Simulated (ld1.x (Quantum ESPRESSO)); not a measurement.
## chromium, TM: configuration errors across variants

```
Element                 : Cr (Z = 24)
Generator               : ld1.x (Quantum ESPRESSO) 7.5
Type                    : norm-conserving Troullier–Martins (Kleinman–Bylander form)
Functional              : PBEsol
Relativity              : fully relativistic
Frozen core             : [Ar]
Valence charge          : 6
Reference configuration : 3d4 4s0 4p0 (charge +2)
Partial waves           : 4s (bound, empty): rc 2.50 bohr; 4p (bound, empty): rc 2.30 bohr; 3d (bound): rc 1.30 bohr
Local potential         : the d channel
Core correction         : Bessel-smoothed model core, default radius (core density twice the valence density)
```

Open shells are filled in proportion to 2j + 1 (rel_dist='average').

All-electron excitation energies from the reference (eV): (1) 3d5 4s1 4p0 -22.887; (2) 3d5 4s0 4p0 -16.014; (3) 3d3 4s0 4p0 30.705; (4) 3d5 4s0.5 4p0 -20.180; (5) 3d4 4s1 4p0 -14.877; (6) 3d2 4s0 4p0 79.022; (7) 3d5 4s0 4p1 -19.744.

The default core radius of the base comes out at 1.26 bohr.

Tests that are not counted but printed errors over 1 eV. “wave 3d (bound): rc 1.30 bohr becomes 3d (bound): rc 0.86 bohr”: 3d5 4s1 4p0 (solver errors, printed error +12.5 eV).

4 further variants failed, have other tests or another functional or relativity, and are left out.

A true bound ghost makes a file unfit for plane-wave use even where its test errors are small: the radial tests pick states by their node count and pass the ghost by. Where a test does run into it, the solver fails or the error is huge.

Errors AE − PS in meV (a dash: test not solved or not reliable):

```csv
change,(1),(2),(3),(4),(5),(6),(7),bound ghosts
base,-49,-140,-402,-88,-13,-2124,-77,"s, p1/2, p3/2"
wave 4p (bound): rc 2.30 bohr becomes 4p (bound): rc 2.98 bohr,-49,-140,-402,-88,-13,-2124,-73,"s, p3/2, p1/2"
wave 3d (bound): rc 1.30 bohr becomes 3d (bound): rc 0.86 bohr,–,-133,-402,-63,-4.4,-2215,-65,"s, p1/2, p3/2"
core correction Bessel-smoothed model core inside 0.76 bohr,-49,-139,-400,-88,-13,-2112,-77,"s, p1/2, p3/2"
wave 4s (bound): rc 2.50 bohr becomes 4s (bound): rc 3.62 bohr,-111,-140,-402,-128,-48,-2124,-77,"s, p1/2, p3/2"
"type ultrasoft; waves now 4s (bound): rcut 2.15, rcutus 2.50 bohr; 4s channel at 0.4 Ry: rcut 2.15, rcutus 2.50 bohr; 4p (bound): rcut 2.00, rcutus 2.30 bohr; 4p channel at 1.8 Ry: rcut 2.00, rcutus 2.30 bohr; 3d (bound): rcut 1.15, rcutus 1.30 bohr; 3d channel at -1.3 Ry: rcut 1.15, rcutus 1.30 bohr; local potential all-electron potential smoothed inside 1.95 bohr (lloc = -1); augmentation built from norm-conserving waves at rcut, not smoothed further",–,–,–,–,–,–,–,none
"all radii but the core radius scaled by about 1.21 (s 3.02, p 2.78, d 1.58 bohr)",-79,-150,-390,-113,-17,-1949,-87,"s, p3/2, p1/2"
wave 3d (bound): rc 1.30 bohr becomes 3d (bound): rc 1.58 bohr,-64,-150,-390,-102,-12,-1949,-92,"s, p3/2, p1/2"
```

(1) Give the same row for: all radii but the core radius scaled by about 0.90 (s 2.26, p 2.08, d 1.18 bohr).

Answers

(1) -43, -136, -403, -83, -13, -2170, -79; bound ghosts: s, p1/2, p3/2.
